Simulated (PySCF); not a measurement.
**Electron correlation in C⁺ (carbon, charge +1)**

[He] 2s1 2p1 3s1, high-spin 4P determinant (an excited configuration). Computed with PySCF 2.14 in aug-cc-pwCVTZ (7s6p4d2f, 59 functions), with no relativity, point nucleus. Frozen: 1s2; 3 electrons correlated.

```
  level  correlation energy (mhartree)
   CCSD                         -12.49
    (T)                          -0.10
CCSD(T)                         -12.59
```

Diagnostics: T1 = 0.0071, D1 = 0.0167, largest double amplitude 0.050.

**Question.** Is a single reference adequate?

**Answer.** Yes: T1 lies below 0.03 and no double amplitude reaches 0.07.
